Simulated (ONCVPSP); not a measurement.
## Plane-wave convergence, ONCV potential for Zn (Z = 30)

Zn (Z = 30), optimised norm-conserving Vanderbilt (ONCV), made with ONCVPSP 4.0.1 (PBE, scalar-relativistic). Core [Ne], reference 3s2 3p6 3d10 4s1 4p1. Waves: 3s+4s: rc 0.90 bohr, ncon 4, nbas 8, qcut 16.9 1/bohr, 2 projectors; 3p+4p: rc 1.35 bohr, ncon 5, nbas 8, qcut 11.7 1/bohr, 2 projectors; 3d: rc 1.40 bohr, ncon 4, nbas 9, qcut 8.8 1/bohr, 2 projectors, debl 2.4 Ha. Local part: polynomial inside 0.75 bohr (lpopt 5, dvloc0 3 Ha). Core correction: Teter function fitted to the true core (icmod 2), fcfact 0.7.

Q: For each optimised wave give the share of its norm inside rc, the residual kinetic energy above qcut (Ha) and the cutoffs (Ha) for errors of 10, 1, 0.1 and 0.01 mHa per electron.

A:

```tsv
wave	norm inside rc	residual KE	10 mHa	1 mHa	0.1 mHa	0.01 mHa
3s	0.822	4.2e-08	68.1	86.2	101.2	114.4
4s	0.028	2.4e-09	46.6	69.6	88.4	104.3
3p	0.967	2.7e-07	37.5	46.9	54.5	60.7
4p	0.021	3.3e-08	22.0	33.9	44.4	53.1
3d	0.855	2.1e-03	34.3	54.5	154.6	204.6
d projector 2	0.081	3.2e-03	34.7	55.5	175.7	202.9
```

The occupied waves need 86 Ha and 155 Ha for 1 and 0.1 mHa.
